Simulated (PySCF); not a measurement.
Geometry:
```tsv
atom	x (Å)	y (Å)	z (Å)
C1	2.765	-1.512	0.490
C2	2.266	-0.276	0.550
P3	1.036	0.318	-0.686
O4	0.722	-0.851	-1.604
O5	1.499	1.668	-1.185
C6	-0.453	0.623	0.385
C7	-1.298	-0.637	0.660
C8	-2.159	-0.264	-0.563
C9	-1.612	1.174	-0.475
H10	2.386	-2.188	-0.286
H11	3.547	-1.878	1.169
H12	2.629	0.440	1.301
H13	-0.146	1.236	1.249
H14	-1.863	-0.571	1.607
H15	-0.766	-1.600	0.617
H16	-1.755	-0.764	-1.455
H17	-3.251	-0.412	-0.497
H18	-2.278	1.844	0.096
H19	-1.317	1.678	-1.409
```

Total charge -1.

Geometry: PBE0-D3(BJ)/def2-SVP; GIAO shifts from PySCF 2.14.0 with density-fitted response routines, gas phase, non-relativistic, averaged over equivalent atoms.

At KT2/pcSseg-1 (210 basis functions, 60 s wall time on 1 thread of an Arm Neoverse V1, shared host):
| atoms | δ (ppm) |
| --- | --- |
| C2 | 145.8 |
| C1 | 115.7 |
| C6 | 40.5 |
| C7 | 30.8 |
| C9 | 28.8 |
| C8 | 26.8 |
| P3 | -4.9 |
| O5 | 162.3 |
| O4 | 125.9 |
| H12 | 6.05 |
| H10 | 5.78 |
| H11 | 5.14 |
| H16 | 3.26 |
| H19 | 2.64 |
| H15 | 1.93 |
| H18 | 1.78 |
| H14 | 1.72 |
| H13 | 1.54 |
| H17 | 1.24 |

References, each an isolated molecule treated in the same way: $^{13}$C (σref 183.22), $^{1}$H (σref 31.18) vs TMS; H3PO4 for $^{31}$P (σref 325.43); $^{17}$O (σref 330.66) against H2O.

Task: Predict the values at PBE0/pcSseg-1 on the same geometry.

Result: 
```tsv
atoms	δ at PBE0/pcSseg-1	change
C2	158.1	+12.3
C1	127.2	+11.5
C6	37.6	-2.9
C7	27.8	-3.0
C9	25.9	-2.9
C8	23.5	-3.3
P3	-3.3	+1.6
O5	148.9	-13.4
O4	120.9	-5.0
H12	6.24	+0.19
H10	6.10	+0.32
H11	5.37	+0.23
H16	3.19	-0.07
H19	2.45	-0.19
H15	1.80	-0.13
H18	1.63	-0.15
H14	1.47	-0.25
H13	1.28	-0.26
H17	1.06	-0.18
```

Referencing at the same level of theory: $^{13}$C (σref 184.41) and $^{1}$H (σref 31.27) against TMS; $^{31}$P (σref 310.13) vs H3PO4; $^{17}$O (σref 334.56) vs H2O.

The largest change is at O5 (oxygen bonded to P). Cost: 210 basis functions, 37 s wall time on 1 thread of an Arm Neoverse V1, shared host. The order of the carbon signals is the same at both levels.

Experimental scales use liquid or dissolved standards, which lie at an offset from isolated H2O (liquid H2O: subtract about 36 ppm) and H3PO4.
